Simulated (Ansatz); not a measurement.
Ideal-gas functions of `C[NH][Al]([F])[Br]` at 600 K and 1 bar, from an Ansatz frequency run at PBE0-D4/def2-TZVP.

Molar mass 155.93 g/mol, point group Cs (symmetry number 1), electronic degeneracy 1, moments of inertia 101.761, 447.724, 546.319 u Å². Harmonic wavenumbers (cm⁻¹, unscaled): 97, 107, 155, 168, 250, 260, 440, 515, 733, 887, 1088, 1142, 1158, 1399, 1462, 1489, 1516, 3020, 3070, 3120, 3616.

Use S(trans) = R[1.5 ln M + 2.5 ln T − 1.1517]; rotational temperatures θ = 24.2544 K / I; S(rot) = R[ln(√π/σ · √(T³/θAθBθC)) + 1.5]; for each mode x = 1.438777 ν̃/T, S = R[x/(eˣ − 1) − ln(1 − e⁻ˣ)] and H = RT x/(eˣ − 1); 1 cm⁻¹ = 0.0119627 kJ/mol; R = 8.31446 J/(mol·K).

By hand: the entropy, in J/(mol·K).

Translation 186.4. Rotation: θ = 0.2383, 0.0542, 0.0444 K, giving 128.0. Vibration, mode by mode: 20.46, 19.65, 16.59, 15.93, 12.69, 12.38, 8.24, 7.07, 4.62, 3.45, 2.36, 2.13, 2.07, 1.30, 1.16, 1.10, 1.04, 0.05, 0.04, 0.04, 0.01, in all 132.4. Electronic 0.0. Sum 446.8 J/(mol·K).

By hand: H − E and G − E in kJ/mol, counted from the electronic energy.

Zero-point energy ½ × 25692 × 0.0119627 = 153.7; thermal vibration 37.9; translation, rotation and pV give 4 RT = 20.0. H − E = 211.6 kJ/mol, and G − E = 211.6 − 600 × 446.8/1000 = -56.5 kJ/mol.

Vibration gives 30 % of the entropy, 40.1 J/(mol·K) of it from the modes under 150 cm⁻¹: soft modes count most, and the harmonic formula is weakest for them. The sum counts one conformer and one mirror image; others add a mixing term.
